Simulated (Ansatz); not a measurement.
Species: CsF, net charge -1, doublet state. 
Structure (B3LYP-D3(BJ)/def2-TZVP (Ansatz, a first-principles code) minimum search):
```
Cs
F 1 2.4946
```
Charge -1, spin multiplicity 2.

Basis-set convergence of Hartree-Fock and CCSD(T) correlation energies (hartree) with Ansatz. Cores are frozen in the correlated levels unless marked. UHF or UKS for open shells. No spin-orbit coupling. The frozen core is the preceding noble-gas configuration, with the filled d and f shells of earlier blocks. The outer core of K, Ca and their heavier congeners is not correlated, a term that matters for these elements. In def2 rows, elements after Kr have scalar-relativistic effective core potentials. This anion needs diffuse functions, which these sets lack.

```
basis       functions       E(HF)  E(corr, CCSD(T))
----------  ---------  ----------  ----------------
def2-SVP           38  -119.24522          -0.20504
def2-TZVPP         67  -119.38353          -0.27925
def2-QZVPP        119           ?                 ?
```

**Question.** Fill in the missing entries.

**Answer.** 
- def2-QZVPP, E(HF): -119.39333
- def2-QZVPP, E(corr, CCSD(T)): -0.30818
